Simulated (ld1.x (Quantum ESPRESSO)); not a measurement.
**Pseudopotential generation for terbium: PAW, PBE, scalar-relativistic.**

ld1.x (Quantum ESPRESSO) 7.5 was run on this input:

```
&input
   title='Tb', zed=65., rel=1, dft='PBE', iswitch=3,
   config='[Xe] 4f8 5d1 6s1.75 6p0.25',
   nld=3, rlderiv=2.70, eminld=-6.0, emaxld=5.0, deld=0.02
 /
 &inputp
   pseudotype=3, lpaw=.true., tm=.true., lloc=-2, rcloc=1.85,
   nlcc=.false.,
   which_augfun='PSQ', rmatch_augfun_nc=.true.,
   file_pseudopw='Tb.UPF', file_wfcaegen='ae.wfc', file_wfcncgen='nc.wfc', file_beta='beta', file_chi='chi', file_wfcusgen='us.wfc'
 /
6
5S  1  0   2.00   0.00  2.15  2.50  0.0
6S  2  0   1.75   0.00  2.15  2.50  0.0
5P  2  1   6.00   0.00  2.00  2.15  0.0
6P  3  1   0.25   0.00  2.00  2.15  0.0
5D  3  2   1.00   0.00  1.90  2.35  0.0
5D  3  2   0.00   4.30  1.90  2.35  0.0
 &test
   configts(1)='5s2 5p6 5d1 6s1.75 6p0.25'
 /
```

Command:

```bash
ld1.x < Tb.in > Tb.out
```

Resulting log (shortened: banner, matrices, multipoles, cross overlaps and the repeated all-electron block are left out):

```
Program LD1 v.7.5
     --------------------------- All-electron run ----------------------------

     Tb
     scalar relativistic calculation

     atomic number is 65.00
     dft =PBE   lsd =0 sic =0 latt =0  beta=0.20 tr2=1.0E-14
     Exchange-correlation= PBE
                           (   1   4   3   4   0   0   0)
     mesh =1263 r(mesh) =  99.54529 a.u. xmin = -7.00 dx = 0.01250
     1 Ry =  13.60569312 eV, c = 137.03599908

     n l     nl                  e(Ry)          e(Ha)          e(eV)
     1 0     1S 1( 2.00)     -3812.3029     -1906.1514    -51869.0232
     2 0     2S 1( 2.00)      -632.4048      -316.2024     -8604.3061
     2 1     2P 1( 6.00)      -561.9568      -280.9784     -7645.8114
     3 0     3S 1( 2.00)      -140.7374       -70.3687     -1914.8293
     3 1     3P 1( 6.00)      -119.0163       -59.5082     -1619.2993
     4 0     4S 1( 2.00)       -28.3214       -14.1607      -385.3319
     4 1     4P 1( 6.00)       -21.1614       -10.5807      -287.9150
     3 2     3D 1(10.00)       -90.7297       -45.3649     -1234.4408
     5 0     5S 1( 2.00)        -3.7938        -1.8969       -51.6174
     5 1     5P 1( 6.00)        -2.0748        -1.0374       -28.2297
     4 2     4D 1(10.00)       -11.3351        -5.6676      -154.2221
     4 3     4F 1( 8.00)        -0.6843        -0.3421        -9.3102
     5 2     5D 1( 1.00)        -0.1979        -0.0990        -2.6932
     6 0     6S 1( 1.75)        -0.3230        -0.1615        -4.3945
     6 1     6P 1( 0.25)        -0.1097        -0.0549        -1.4929

     final scf error:  8.5E-15 reached in  32 iterations

     Etot =  -23417.535652 Ry,  -11708.767826 Ha, -318611.803780 eV

     Ekin =   25206.906050 Ry,   12603.453025 Ha,  342957.428293 eV
     Encl =  -57200.671148 Ry,  -28600.335574 Ha, -778254.778069 eV
     Eh   =    9087.220899 Ry,    4543.610449 Ha,  123637.938888 eV
     Exc  =    -510.991453 Ry,    -255.495726 Ha,   -6952.392892 eV

     normalization and overlap integrals

     s(1S/1S) =  1.000000  <r> =   0.0215  <r2> =    0.0006  r(max) =   0.0136
     s(2S/2S) =  1.000000  <r> =   0.0915  <r2> =    0.0099  r(max) =   0.0772
     s(2P/2P) =  1.000000  <r> =   0.0809  <r2> =    0.0080  r(max) =   0.0632
     s(3S/3S) =  1.000000  <r> =   0.2394  <r2> =    0.0655  r(max) =   0.2205
     s(3P/3P) =  1.000000  <r> =   0.2381  <r2> =    0.0657  r(max) =   0.2150
     s(4S/4S) =  1.000000  <r> =   0.5408  <r2> =    0.3301  r(max) =   0.5031
     s(4P/4P) =  1.000000  <r> =   0.5726  <r2> =    0.3729  r(max) =   0.5289
     s(3D/3D) =  1.000000  <r> =   0.2165  <r2> =    0.0551  r(max) =   0.1761
     s(5S/5S) =  1.000000  <r> =   1.3067  <r2> =    1.9211  r(max) =   1.1772
     s(5P/5P) =  1.000000  <r> =   1.5335  <r2> =    2.6740  r(max) =   1.3339
     s(4D/4D) =  1.000000  <r> =   0.6214  <r2> =    0.4479  r(max) =   0.5491
     s(4F/4F) =  1.000000  <r> =   0.8405  <r2> =    0.9326  r(max) =   0.5491
     s(5D/5D) =  1.000000  <r> =   2.8119  <r2> =    9.8321  r(max) =   1.9408
     s(6S/6S) =  1.000000  <r> =   3.9170  <r2> =   17.4512  r(max) =   3.3222
     s(6P/6P) =  1.000000  <r> =   5.5606  <r2> =   35.7799  r(max) =   4.4844

     ------------------------ End of All-electron run ------------------------

     --------------------- Generating PAW atomic setup --------------------

      Generating local potential from pseudized AE potential:
      Matching radius rcloc =   1.8500
      Enforcing V''(0)=0 (lloc=-2)

      Local pseudo, rcloc= 1.869 Estimated cut-off energy=     9.12 Ry

      Computing core charge for PAW:

       r > 1.01 : true rho core
       r < 1.01 : rho core = a sin(br)/r    a=  20.89  b=   2.62

      Integrated core pseudo-charge :  11.53
      Wfc-us  5S rcutus= 2.523  Estimated cut-off energy=     9.07 Ry
      Wfc-us  6S rcutus= 2.523  Estimated cut-off energy=    18.49 Ry
      Wfc-us  5P rcutus= 2.172  Estimated cut-off energy=    17.75 Ry
      Wfc-us  6P rcutus= 2.172  Estimated cut-off energy=    31.26 Ry
      Wfc-us  5D rcutus= 2.341  Estimated cut-off energy=    20.57 Ry
      Wfc-us  5D rcutus= 2.341  Estimated cut-off energy=    18.23 Ry

     Required augmentation: PSQ   radius:    2.500000

     Q pseudized with Bessel functions
     Expected ecutrho=     110.3234 due to l1=  2   l2=  2

     Estimated PAW energy = -571.647231 Ryd

     ------------------- End of pseudopotential generation -------------------

     Computing logarithmic derivative in   2.70305
     Computing logarithmic derivative in   2.70305
     Computing the partial wave expansion
     R is outside the sphere for l=    0 j= 0.00
     R is outside the sphere for l=    0 j= 0.00
     R is outside the sphere for l=    1 j= 0.00
     R is outside the sphere for l=    1 j= 0.00
     R is outside the sphere for l=    2 j= 0.00
     R is outside the sphere for l=    2 j= 0.00

     ---------------------- Testing the pseudopotential ----------------------

     Tb
     scalar relativistic calculation

     atomic number is 65.00   valence charge is 11.00
     dft = SLA  PW   PBX  PBC   lsd =0 sic =0 latt =0  beta=0.20 tr2=1.0E-14
     mesh =1263 r(mesh) =  99.54529 xmin = -7.00 dx = 0.01250

     n l     nl             e AE (Ry)        e PS (Ry)    De AE-PS (Ry)
     1 0     5S   1( 2.00)       -3.79381       -3.79423        0.00042
     2 1     5P   1( 6.00)       -2.07484       -2.07530        0.00045
     3 2     5D   1( 1.00)       -0.19795       -0.19801        0.00006
     2 0     6S   1( 1.75)       -0.32299       -0.32281       -0.00018
     3 1     6P   1( 0.25)       -0.10973       -0.10975        0.00002

     eps = 4.9E-15  iter = 20

     Etot =  -23417.535652 Ry,  -11708.767826 Ha, -318611.803780 eV
     Etotps =  -571.645670 Ry,    -285.822835 Ha,   -7777.635566 eV

     Ekin =     147.061321 Ry,      73.530661 Ha,    2000.871210 eV
     Encl =    -264.557862 Ry,    -132.278931 Ha,   -3599.493081 eV
     Ehrt =      56.832957 Ry,      28.416479 Ha,     773.251779 eV
     Ecxc =    -510.982088 Ry,    -255.491044 Ha,   -6952.265474 eV

     ---------------------- End of pseudopotential test ----------------------
```

Generation and configuration tests took about 2.8 s on one core of a shared server CPU.

Transferability test of the new file with ld1.x, input:

```
&input
   title='Tb', zed=65., rel=1, dft='PBE', iswitch=2,
   config='[Xe] 4f8 5d1 6s1.75 6p0.25'
 /
 &test
   file_pseudo='Tb.UPF', nconf=8,
   configts(1)='5s2 5p6 5d1 6s1.75 6p0.25',
   configts(2)='5s2 5p6 5d1 6s2 6p0',
   configts(3)='5s2 5p6 5d1 6s1 6p0',
   configts(4)='5s2 5p6 5d1 6s0 6p0',
   configts(5)='5s2 5p6 5d1 6s0 6p1',
   configts(6)='5s2 5p6 5d1 6s1.5 6p0',
   configts(7)='5s2 5p5 5d1 6s2 6p0',
   configts(8)='5s2 5p6 5d0 6s2 6p1'
 /
```

```bash
ld1.x < Tb.test.in > Tb.test.out
```

Pseudopotential blocks of its output, shortened (energy terms left out):

```
     ---------------------- Testing the pseudopotential ----------------------

     n l     nl             e AE (Ry)        e PS (Ry)    De AE-PS (Ry)
     1 0     5S   1( 2.00)       -3.79381       -3.79423        0.00042
     2 1     5P   1( 6.00)       -2.07484       -2.07530        0.00045
     3 2     5D   1( 1.00)       -0.19795       -0.19801        0.00006
     2 0     6S   1( 1.75)       -0.32299       -0.32281       -0.00018
     3 1     6P   1( 0.25)       -0.10973       -0.10975        0.00002

     eps = 4.9E-15  iter = 20

     Etot =  -23417.535652 Ry,  -11708.767826 Ha, -318611.803780 eV
     Etotps =  -571.645670 Ry,    -285.822835 Ha,   -7777.635565 eV

     ---------------------- End of pseudopotential test ----------------------

          ---------------------- Testing the pseudopotential ----------------------

     n l     nl             e AE (Ry)        e PS (Ry)    De AE-PS (Ry)
     1 0     5S   1( 2.00)       -3.76855       -3.76870        0.00015
     2 1     5P   1( 6.00)       -2.04978       -2.04995        0.00017
     3 2     5D   1( 1.00)       -0.17811       -0.17811       -0.00001
     2 0     6S   1( 2.00)       -0.30826       -0.30809       -0.00017
     3 1     6P   1( 0.00)       -0.09790       -0.09789       -0.00000

     eps = 6.3E-15  iter = 24

     Etot =  -23417.588581 Ry,  -11708.794291 Ha, -318612.523920 eV
     Etotps =  -571.698552 Ry,    -285.849276 Ha,   -7778.355062 eV
     dEtot_ae =      -0.052929 Ry
     dEtot_ps =      -0.052882 Ry,   Delta E=      -0.000047 Ry

     ---------------------- End of pseudopotential test ----------------------

          ---------------------- Testing the pseudopotential ----------------------

     n l     nl             e AE (Ry)        e PS (Ry)    De AE-PS (Ry)
     1 0     5S   1( 2.00)       -4.23899       -4.24058        0.00159
     2 1     5P   1( 6.00)       -2.51973       -2.52108        0.00135
     3 2     5D   1( 1.00)       -0.61295       -0.61309        0.00015
     2 0     6S   1( 1.00)       -0.69123       -0.69051       -0.00072
     3 1     6P   1( 0.00)       -0.42439       -0.42378       -0.00061

     eps = 4.2E-15  iter = 16

     Etot =  -23417.093047 Ry,  -11708.546524 Ha, -318605.781833 eV
     Etotps =  -571.203329 Ry,    -285.601664 Ha,   -7771.617199 eV
     dEtot_ae =       0.442605 Ry
     dEtot_ps =       0.442342 Ry,   Delta E=       0.000263 Ry

     ---------------------- End of pseudopotential test ----------------------

          ---------------------- Testing the pseudopotential ----------------------

     n l     nl             e AE (Ry)        e PS (Ry)    De AE-PS (Ry)
     1 0     5S   1( 2.00)       -4.79187       -4.79842        0.00655  !
     2 1     5P   1( 6.00)       -3.06899       -3.07439        0.00541  !
     3 2     5D   1( 1.00)       -1.11581       -1.11735        0.00154
     2 0     6S   1( 0.00)       -1.11988       -1.11862       -0.00126
     3 1     6P   1( 0.00)       -0.79599       -0.79452       -0.00146

     eps = 3.1E-15  iter = 26

     Etot =  -23416.191590 Ry,  -11708.095795 Ha, -318593.516879 eV
     Etotps =  -570.302797 Ry,    -285.151398 Ha,   -7759.364841 eV
     dEtot_ae =       1.344062 Ry
     dEtot_ps =       1.342874 Ry,   Delta E=       0.001189 Ry

     ---------------------- End of pseudopotential test ----------------------

          ---------------------- Testing the pseudopotential ----------------------

     n l     nl             e AE (Ry)        e PS (Ry)    De AE-PS (Ry)
     1 0     5S   1( 2.00)       -4.33386       -4.33629        0.00243
     2 1     5P   1( 6.00)       -2.61267       -2.61522        0.00255
     3 2     5D   1( 1.00)       -0.68610       -0.68656        0.00046
     2 0     6S   1( 0.00)       -0.74393       -0.74333       -0.00060
     3 1     6P   1( 1.00)       -0.47209       -0.47204       -0.00004

     eps = 2.0E-15  iter = 68

     Etot =  -23416.823603 Ry,  -11708.411801 Ha, -318602.115855 eV
     Etotps =  -570.934310 Ry,    -285.467155 Ha,   -7767.957021 eV
     dEtot_ae =       0.712049 Ry
     dEtot_ps =       0.711360 Ry,   Delta E=       0.000690 Ry

     ---------------------- End of pseudopotential test ----------------------

          ---------------------- Testing the pseudopotential ----------------------

     n l     nl             e AE (Ry)        e PS (Ry)    De AE-PS (Ry)
     1 0     5S   1( 2.00)       -3.99219       -3.99275        0.00055
     2 1     5P   1( 6.00)       -2.27348       -2.27399        0.00051
     3 2     5D   1( 1.00)       -0.38602       -0.38603        0.00001
     2 0     6S   1( 1.50)       -0.49367       -0.49331       -0.00037
     3 1     6P   1( 0.00)       -0.25449       -0.25428       -0.00020

     eps = 7.1E-15  iter = 28

     Etot =  -23417.388731 Ry,  -11708.694366 Ha, -318609.804818 eV
     Etotps =  -571.498794 Ry,    -285.749397 Ha,   -7775.637205 eV
     dEtot_ae =       0.146921 Ry
     dEtot_ps =       0.146877 Ry,   Delta E=       0.000044 Ry

     ---------------------- End of pseudopotential test ----------------------
```

The test run then stopped with an error in new_paw_hamiltonian: “negative rho”.
